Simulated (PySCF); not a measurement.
B(H)2(Me)(py), C6H10BN, singlet, GFN2-xTB optimised geometry.

```
18

B     -2.52     0.10     0.00
H     -2.88     1.23     0.00
H     -2.88    -0.52     0.95
C     -2.90    -0.67    -1.40
H     -2.51    -0.14    -2.27
H     -3.98    -0.72    -1.51
H     -2.51    -1.68    -1.43
C      1.81    -0.01    -0.20
C      1.10    -1.02     0.43
C     -0.28    -0.93     0.51
N     -0.96     0.10     0.00
C     -0.28     1.07    -0.61
C      1.09     1.05    -0.74
H      2.88    -0.06    -0.28
H      1.60    -1.87     0.86
H     -0.87    -1.69     1.00
H     -0.88     1.87    -1.01
H      1.60     1.86    -1.24
```

Density from PBE0/def2-SVP (PySCF 2.14.0) at that geometry.

Minimum of the electron density along straight lines between bonded atoms, close to the bond critical point (lines longer than 1.1 times the sum of covalent radii, or with two minima, are not listed):

| bond | length / Å | ρ at the minimum / e bohr⁻³ | ∇²ρ there / e bohr⁻⁵ | position (fraction from the first atom) |
|---|---|---|---|---|
| B1–H2 | 1.193 | 0.165 | -0.03 | 0.43 |
| B1–H3 | 1.193 | 0.165 | -0.03 | 0.43 |
| B1–C4 | 1.642 | … | … | 0.32 |
| C4–H5 | 1.090 | 0.269 | -0.93 | 0.61 |
| C4–H6 | 1.086 | 0.272 | -0.97 | 0.62 |
| C4–H7 | 1.090 | 0.269 | -0.93 | 0.61 |
| C8–C9 | 1.387 | 0.311 | -0.80 | 0.50 |
| C9–C10 | 1.381 | 0.317 | -0.83 | 0.49 |
| B1–N11 | 1.559 | … | 0.64 | 0.32 |
| C10–N11 | 1.331 | 0.339 | -0.77 | 0.34 |
| N11–C12 | 1.331 | 0.339 | -0.78 | 0.66 |
| C8–C13 | 1.387 | 0.311 | -0.80 | 0.50 |
| C12–C13 | 1.381 | 0.317 | -0.83 | 0.51 |
| C8–H14 | 1.079 | 0.286 | -1.12 | 0.64 |
| C9–H15 | 1.079 | 0.285 | -1.11 | 0.64 |
| C10–H16 | 1.079 | 0.291 | -1.19 | 0.66 |
| C12–H17 | 1.079 | 0.291 | -1.19 | 0.66 |
| C13–H18 | 1.078 | 0.285 | -1.11 | 0.64 |

Q: Some entries are withheld; supply them.

A: 
- B1–C4, ρ at the minimum / e bohr⁻³: 0.153
- B1–C4, ∇²ρ there / e bohr⁻⁵: -0.06
- B1–N11, ρ at the minimum / e bohr⁻³: 0.128
